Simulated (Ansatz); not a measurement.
Total energies of `[F][W]([F])([F])(=[S])[Cl]`.

```xyz
6

F    -1.420   -1.186    0.082
W    -0.009    0.009    0.055
F    -0.670    0.559    1.696
F     0.669    1.726   -0.053
S     1.671   -1.179    0.423
Cl   -0.241    0.071   -2.203
```

Total charge 0; spin multiplicity 1. Correlated methods include outer-core shells of W, which these sets cover unevenly. W: def2 effective core potential. The geometry is a stationary point of PBE0-D4/def2-TZVP. Basis def2-TZVPP, the Gaussian-basis code of Ansatz.

RPA on PBE orbitals: Hartree–Fock energy of these orbitals -1221.99030 Eh, correlation -2.38030 Eh (frozen core).

```json
{"functional": "LDA (SPW92)", "energy without D4 (Eh)": "-1220.63035", "D4 term (kJ/mol)": "–"}
{"functional": "PBE", "energy without D4 (Eh)": "-1224.87223", "D4 term (kJ/mol)": "-20.9"}
{"functional": "revPBE", "energy without D4 (Eh)": "-1225.27088", "D4 term (kJ/mol)": "-50.2"}
{"functional": "BLYP", "energy without D4 (Eh)": "-1225.43382", "D4 term (kJ/mol)": "-44.3"}
{"functional": "r2SCAN", "energy without D4 (Eh)": "-1225.32633", "D4 term (kJ/mol)": "-4.6"}
{"functional": "B97M-V", "energy without D4 (Eh)": "-1225.12907", "D4 term (kJ/mol)": "–"}
{"functional": "PBE0", "energy without D4 (Eh)": "-1224.85722", "D4 term (kJ/mol)": "-17.9"}
{"functional": "B3LYP", "energy without D4 (Eh)": "-1225.49671", "D4 term (kJ/mol)": "-34.3"}
{"functional": "r2SCANh", "energy without D4 (Eh)": "-1225.27081", "D4 term (kJ/mol)": "-5.1"}
{"functional": "r2SCAN0", "energy without D4 (Eh)": "-1225.19031", "D4 term (kJ/mol)": "-5.7"}
{"functional": "HSE06 (plane-wave form)", "energy without D4 (Eh)": "-1224.83037", "D4 term (kJ/mol)": "-17.0"}
{"functional": "BHLYP", "energy without D4 (Eh)": "-1225.17425", "D4 term (kJ/mol)": "-31.6"}
{"functional": "CAM-B3LYP", "energy without D4 (Eh)": "-1225.34712", "D4 term (kJ/mol)": "-18.6"}
{"functional": "LC-ωPBE", "energy without D4 (Eh)": "-1225.04069", "D4 term (kJ/mol)": "–"}
{"functional": "ωB97X-V", "energy without D4 (Eh)": "-1225.16545", "D4 term (kJ/mol)": "–"}
{"functional": "ωB97M-V", "energy without D4 (Eh)": "-1225.23352", "D4 term (kJ/mol)": "–"}
{"functional": "B2PLYP", "energy without D4 (Eh)": "-1224.92567", "D4 term (kJ/mol)": "–"}
{"functional": "PBE-QIDH", "energy without D4 (Eh)": "-1224.55297", "D4 term (kJ/mol)": "–"}
```

B3LYP takes the VWN-RPA correlation (the form of Gaussian; ORCA's B3LYP/G). HSE06 is the plane-wave form, built on full-range PBE exchange. The double hybrids freeze the cores in their second-order part.

LC-ωPBE has ω = 0.4 bohr⁻¹.
